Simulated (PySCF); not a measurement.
The numbers are results of B3LYP-D3(BJ)/def2-TZVP // PBE0-D4/def2-TZVP (PySCF 2.14.0), not measurements. Gas-phase values, no solvent. One relaxed conformer stands for a flexible species; it need not be the lowest. B3LYP has the VWN-RPA correlation part, as in Gaussian. Delta-SCF ions had no search for a lower state. Excitations are Tamm–Dancoff values on a coarser integration grid. The basis has no diffuse functions, so Rydberg states are missing or too high.

Reference species (SMILES): `C[SiH2]Cl` (neutral, multiplicity 1).

```json
{
 "vertical ionisation energy (Delta-SCF)": "10.90 eV",
 "S1 oscillator strength": "0.010",
 "S1–T1 gap (TDA)": "0.41 eV"
}
```

After one change: the vertical ionisation energy (Delta-SCF) decreases by 0.21 eV; the S1 oscillator strength stays essentially unchanged; the S1–T1 gap (TDA) falls by 0.12 eV.

**Question.** Which change was made? The new species is one of these.
(A) `[SiH3][SiH2]Cl`
(B) `[SiH3]O[SiH2]Cl` (Si–O–Si–Cl torsion 41°)
(C) `O=C[SiH2]Cl` (O–C–Si–Cl torsion 180°)
(D) `CC#C[SiH2]Cl`

**Answer.** B, `[SiH3]O[SiH2]Cl` (Si–O–Si–Cl torsion 41°)
